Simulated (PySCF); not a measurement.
A PySCF run on ZnBr⁺

State: ¹Σ⁺ (singlet), closed shell.

An equivalent input (the run itself took its basis sets from the Basis Set Exchange, started from a PBE0 density and held the occupation σ 14α 14β, πx 7α 7β, πy 7α 7β, δx 2α 2β, δy 2α 2β):

```python
from pyscf import gto, dft
mol = gto.M(atom='Zn 0 0 0; Br 0 0 2.208', basis={'Zn': 'pcseg-1', 'Br': 'pcseg-1'},
            charge=1, spin=0, verbose=4, symmetry='C2v')
mf = dft.UKS(mol, xc='PBE')
mf.grids.atom_grid = (80, 434)
mf.grids.prune = dft.gen_grid.treutler_prune
mf.irrep_nelec = {'A1': (16, 16), 'A2': (2, 2), 'B1': (7, 7), 'B2': (7, 7)}
mf.conv_tol = 1e-9
mf.max_cycle = 60
mf.diis_space = 10
mf.kernel()
```

The log (some set-up lines and the per-cycle HOMO/LUMO lines removed):

```
******** <class 'pyscf.dft.uks_symm.SymAdaptedUKS'> ********
method = SymAdaptedUKS
damping factor = 0
level_shift factor = 0
DIIS = <class 'pyscf.scf.diis.CDIIS'>
diis_start_cycle = 1
diis_space = 10
diis_damp = 0
SCF conv_tol = 1e-09
SCF conv_tol_grad = None
SCF max_cycles = 60
number electrons alpha = 32  beta = 32
Set gradient conv threshold to 3.16228e-05
init E= -4352.11812183293
cycle= 1 E= -4352.1165504229  delta_E= 0.00157  |g|= 0.0952  |ddm|= 0.229
cycle= 2 E= -4352.10743163021  delta_E= 0.00912  |g|= 0.148  |ddm|= 0.331
cycle= 3 E= -4352.12017620602  delta_E= -0.0127  |g|= 0.0353  |ddm|= 0.269
cycle= 4 E= -4352.12092999724  delta_E= -0.000754  |g|= 0.00418  |ddm|= 0.0623
cycle= 5 E= -4352.12094328781  delta_E= -1.33e-05  |g|= 0.000642  |ddm|= 0.00892
cycle= 6 E= -4352.1209434162  delta_E= -1.28e-07  |g|= 0.000258  |ddm|= 0.00076
cycle= 7 E= -4352.12094347488  delta_E= -5.87e-08  |g|= 2.85e-05  |ddm|= 0.000451
cycle= 8 E= -4352.12094347565  delta_E= -7.79e-10  |g|= 3.73e-06  |ddm|= 7.29e-05
Extra cycle  E= -4352.12094347559  delta_E= 6.28e-11  |g|= 1.03e-05  |ddm|= 2.73e-05
converged SCF energy = -4352.12094347559  <S^2> = -1.4210855e-14  2S+1 = 1
```

Repeating this along the bond gives Re = 2.216 Å and ωe = 327 cm⁻¹.

A point of this curve took 0.78 CPU seconds beside 0.98 for the integrals, on Intel Xeon Platinum 8488C (shared host).
